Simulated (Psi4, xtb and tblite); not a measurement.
Internal rotation in SMILES C([SiH2][SeH])C(C)(C)C. Scanned: dihedral C5–Si6–Se7–H21; all other coordinates were relaxed at GFN2-xTB. Points at φ and −φ are mirror images. Heavy atoms are numbered in the order of the SMILES CC(C)(C)C[SiH2][SeH], hydrogens after them in the order of the atoms that carry them; the mirror image has the same energies with the sign of each dihedral reversed.

- GFN2-xTB (xtb and tblite)
- PBE/def2-SVP // GFN2-xTB (Psi4)
- PBE-D3(BJ)/def2-SVP // GFN2-xTB (Psi4)

Energies relative to the lowest point of each profile, in kJ/mol:

```json
[
 {"φ / °": "-160", "GFN2-xTB": "0.45", "PBE/def2-SVP": "1.83"},
 {"φ / °": "-140", "GFN2-xTB": "1.52", "PBE/def2-SVP": "3.22"},
 {"φ / °": "-100", "GFN2-xTB": "2.31", "PBE/def2-SVP": "2.47"},
 {"φ / °": "-60", "GFN2-xTB": "0.89", "PBE/def2-SVP": "0.00"},
 {"φ / °": "-20", "GFN2-xTB": "0.72", "PBE/def2-SVP": "3.75"},
 {"φ / °": "20", "GFN2-xTB": "0.72", "PBE/def2-SVP": "3.75"},
 {"φ / °": "40", "GFN2-xTB": "0.64", "PBE/def2-SVP": "1.43"},
 {"φ / °": "60", "GFN2-xTB": "0.89", "PBE/def2-SVP": "0.00"},
 {"φ / °": "100", "GFN2-xTB": "2.31", "PBE/def2-SVP": "2.47"},
 {"φ / °": "120", "GFN2-xTB": "2.36", "PBE/def2-SVP": "3.74"},
 {"φ / °": "160", "GFN2-xTB": "0.45", "PBE/def2-SVP": "1.83"},
 {"φ / °": "180", "GFN2-xTB": "0.00", "PBE/def2-SVP": "1.10"}
]
```

Predict the corresponding PBE-D3(BJ)/def2-SVP column.

-160: 1.86; -140: 3.31; -100: 2.65; -60: 0.00; -20: 3.47; 20: 3.47; 40: 1.27; 60: 0.00; 100: 2.65; 120: 3.90; 160: 1.86; 180: 1.11 (kJ/mol).
